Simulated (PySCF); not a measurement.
Au⁷³⁺ (gold, charge +73): Hartree-Fock from Schrödinger to Dirac-Coulomb-Breit

Occupied: 1s1/2, 2s1/2, 2p1/2. Hartree-Fock calculated with PySCF 2.14 in an uncontracted even-tempered set (18 s from 20 bohr⁻², ratio 2.3; 15 p from 24 bohr⁻², ratio 2.3), Gaussian nucleus throughout. NR is non-relativistic, sf-X2C the spin-free one-electron X2C Hamiltonian, X2C adds the bare one-electron spin-orbit term, X2C-SNSO screens it by Boettger's factors, DC is four-component Dirac-Coulomb, and the Gaunt and Breit terms are added at first order (total energies over the DC spinors, levels after relaxing the spinors in that mean field). QED terms are absent. Levels marked empty are virtual spinors of this ion.

| Hamiltonian | E (hartree) | E − E(DC) (hartree) | CPU seconds |
| --- | --- | --- | --- |
| X2C | -10075.0754 | 2.5332 | 0.42 |
| X2C-SNSO | -10071.7576 | 5.8510 | 0.42 |
| DC | -10077.6085 | 0.0000 | 19 |
| DC+Gaunt | -10064.6250 | 12.9836 | 39 |
| DC+Breit | -10065.2806 | 12.3279 | 110 |

```csv
level (eV),X2C,X2C-SNSO,DC,DC+Gaunt,DC+Breit
1s1/2,-89596.8,-89599.9,-89683.7,-89424.3,-89432.7
2s1/2,-21816.1,-21817.0,-21829.3,-21801.5,-21804.1
2p1/2,-21555.8,-21511.2,-21525.2,-21468.2,-21474.2
2p3/2 (empty),-19156.2,-19170.1,-19172.7,-19146.6,-19152.7
3s1/2 (empty),-9120.6,-9120.8,-9124.0,-9116.2,-9117.3
```

Weight of the small component: 1s1/2 0.0903, 2s1/2 0.0219, 2p1/2 0.0218, 2p3/2 0.0195, 3s1/2 0.00904.

Koopmans' value for the highest occupied level at DC+Breit: 21474.2 eV, against an ionisation energy of 21470 ± 90 eV (theoretical estimate listed by NIST; NIST Atomic Spectra Database, ionization energies); the former lacks relaxation, correlation, QED and recoil.

The whole ladder took 170 s of wall time on 1 thread of Neoverse-N1 (shared host), launched as `OMP_NUM_THREADS=1 python relrun2.py TASK.json OUT` (a driver that calls PySCF for each Hamiltonian).
